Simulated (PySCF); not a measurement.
Electronic structure of Cu²⁺ (copper, charge +2) at the UHF level

Configuration: [Ar] 3d8 4s1, high-spin 4F determinant (an excited configuration). Calculation: PySCF 2.14, in aug-cc-pVTZ-PP with ECP10MDF (6s6p5d3f2g, 88 functions); a scalar-relativistic core potential.

```json
{
 "Total energy": "-195.092502 hartree",
 "One-electron energy": "-333.8346 hartree",
 "Hartree (Coulomb) energy": "155.9415 hartree",
 "Exchange energy": "-17.1994 hartree",
 "⟨S²⟩": "3.7518",
 "⟨L²⟩": "12.023",
 "Sum of ⟨r⟩": "15.00 bohr",
 "Sum of ⟨r²⟩": "18.15 bohr²"
}
```

```csv
shell,electrons,mean orbital energy (eV),spread (eV),"rms radius, mean of both spins (bohr)"
3s α,1,-180.40,0,0.758
3s β,1,-173.37,0,0.758
3p α,3,-131.15,0,0.800
3p β,3,-123.15,0,0.800
3d α,5,-49.666,1.688,0.958
3d β,3,-46.670,0,0.958
4s α,1,-28.380,0,2.41
```

Energies and moments cover only the electrons outside the core potential.
